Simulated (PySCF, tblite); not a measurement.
System: CH3 (cation, charge +1), singlet: umbrella (inversion) coordinate, bond length relaxed. Scanned: angle between the C-H bonds and the threefold axis (90 = planar). Other coordinates (C-H bond length) were minimised at B3LYP/def2-TZVP.

Computed with: GFN2-xTB, 300 K electronic temperature (tblite); CCSD(T) on RHF/cc-pVTZ, 1 core orbital frozen (PySCF).

Energies relative to the lowest point of each profile, in kJ/mol; the last columns give the difference from CCSD(T):

```tsv
a / °	GFN2-xTB	CCSD(T)	GFN2-xTB − CCSD(T)
90	0.0	0.0	0.0
93	1.5	2.9	-1.3
96	6.1	11.4	-5.3
99	13.8	25.7	-11.9
102	24.7	45.8	-21.1
105	38.8	71.5	-32.7
108	56.4	103.0	-46.6
111	77.7	140.4	-62.7
114	102.8	183.6	-80.8
117	132.3	232.9	-100.6
120	166.5	288.2	-121.7
123	206.1	349.9	-143.8
126	251.8	418.2	-166.4
129	304.3	493.2	-188.9
132	364.6	575.3	-210.7
```

GFN2-xTB is furthest from CCSD(T) at 132 (-210.7 kJ/mol, below); its mean absolute difference over the points is 79.6 kJ/mol.
